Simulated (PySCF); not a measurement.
## Optical rotation: `[C@@H](C)(S)[C@H]1C[C@H]1C#N`, C$_{6}$H$_{9}$NS

Molfile (atoms numbered from 1):
```
C6H9NS
     RDKit          3D

 17 17  0  0  0  0  0  0  0  0999 V2000
   -1.2380   -1.2957   -0.7976 C   0  0  0  0  0  0  0  0  0  0  0  0
   -0.9397   -0.0701    0.0505 C   0  0  2  0  0  0  0  0  0  0  0  0
   -2.3007    1.1644   -0.0756 S   0  0  0  0  0  0  0  0  0  0  0  0
    0.3634    0.5872   -0.3204 C   0  0  1  0  0  0  0  0  0  0  0  0
    1.0921    1.4228    0.6779 C   0  0  0  0  0  0  0  0  0  0  0  0
    1.6605    0.0812    0.2823 C   0  0  1  0  0  0  0  0  0  0  0  0
    1.6155   -0.9881    1.2134 C   0  0  0  0  0  0  0  0  0  0  0  0
    1.5751   -1.8582    1.9568 N   0  0  0  0  0  0  0  0  0  0  0  0
   -1.2297   -1.0436   -1.8572 H   0  0  0  0  0  0  0  0  0  0  0  0
   -0.4856   -2.0607   -0.6130 H   0  0  0  0  0  0  0  0  0  0  0  0
   -2.2145   -1.7007   -0.5438 H   0  0  0  0  0  0  0  0  0  0  0  0
   -0.9370   -0.3410    1.1095 H   0  0  0  0  0  0  0  0  0  0  0  0
   -2.2033    1.3437   -1.3924 H   0  0  0  0  0  0  0  0  0  0  0  0
    0.4171    0.8918   -1.3605 H   0  0  0  0  0  0  0  0  0  0  0  0
    0.6660    1.5086    1.6666 H   0  0  0  0  0  0  0  0  0  0  0  0
    1.6114    2.3079    0.3442 H   0  0  0  0  0  0  0  0  0  0  0  0
    2.5404    0.0626   -0.3505 H   0  0  0  0  0  0  0  0  0  0  0  0
  1  2  1  0
  2  3  1  0
  2  4  1  0
  4  5  1  0
  5  6  1  0
  6  7  1  0
  7  8  3  0
  6  4  1  0
  1  9  1  0
  1 10  1  0
  1 11  1  0
  2 12  1  1
  3 13  1  0
  4 14  1  6
  5 15  1  0
  5 16  1  0
  6 17  1  6
M  END
```

Computed, not measured: TDDFT PBE0/def2-SVPD circular dichroism and optical rotation, one conformer, gas phase (PySCF). Geometry: GFN2-xTB.

The molecule is flexible and this is one conformer; a measurement averages over conformers. States above about 7.1 eV (minus the energy of the highest occupied orbital) lie near or above the ionisation threshold and depend on the basis.

Stereocentres: C2 S, C4 S, C6 R.

Give the optical rotatory dispersion at 633, 589.3, 546, 436, 405, 365, 355 nm.

[α] in deg dm⁻¹ (g/mL)⁻¹:
| λ (nm) | origin-invariant length gauge | modified velocity gauge | length gauge (centre of mass) | isotropic polarisability (au) |
| --- | --- | --- | --- | --- |
| 633 | +48.7 | +60.0 | +48.6 | 95.1 |
| 589.3 | +57.5 | +70.8 | +57.5 | 95.4 |
| 546 | +69.1 | +84.7 | +69.0 | 95.9 |
| 436 | +122.5 | +148.0 | +122.5 | 97.7 |
| 405 | +150.0 | +180.2 | +149.9 | 98.6 |
| 365 | +202.9 | +241.2 | +202.8 | 100.1 |
| 355 | +220.8 | +261.7 | +220.7 | 100.6 |

And for the mirror image at 589.3 nm?

-57.5 deg dm⁻¹ (g/mL)⁻¹ (origin-invariant length gauge): the same size and the opposite sign.

What is the molar rotation [Φ] = [α]·M/100 of the geometry above at 589.3 nm?

With M = 127.20 g/mol, +73.2 deg cm² dmol⁻¹ (origin-invariant length gauge).

The first excitation lies at 5.55 eV (223 nm) with R = +0.8 × 10⁻⁴⁰ esu² cm² (velocity form).
